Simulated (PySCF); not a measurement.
# Adding and removing an electron: IBr

PBE0; basis I def2-SVP with ECP28, Br def2-SVP; scalar-relativistic core potentials; PySCF 2.14. Neutral (UKS): singlet (closed shell), Re = 2.491 Å, ωe = 273 cm⁻¹, De = 2.05 eV, HOMO -7.62 eV, LUMO -3.71 eV.

IBr⁺ (UKS): doublet (π ↑), Re = 2.404 Å, ωe = 309 cm⁻¹, De = 2.63 eV to I⁺ + Br. The energies at the minima are -2871.25898 hartree for IBr and -2870.89257 for IBr⁺.

(1) Work out the adiabatic ionisation energy, without and with harmonic zero-point energies (1 hartree = 27.2114 eV, 1 eV = 8065.5 cm⁻¹), and the change of the bond length.

Spin–orbit coupling is left out, which matters for elements this heavy, above all for dissociation energies. For an ion De counts to the pair picked by the measured ionisation energies or electron affinities, which need not be the lowest pair at this level. States were picked by a PBE0 search and need not be the measured ground states.

## Answers

(1) At PBE0: 0.36641 hartree = 9.971 eV between the minima; the zero-point term (309.0 − 273.0)/2 cm⁻¹ = +0.002 eV makes it 9.973 eV. Re changes by -8.7 pm against the neutral. Minus the HOMO energy is 7.62 eV, -2.35 eV from the value between the minima; self-interaction puts the Kohn–Sham level too high, less so with exact exchange. The electron leaves a π orbital, and the shorter bond of the ion fits an antibonding orbital, or a change in how ionic the bond is.
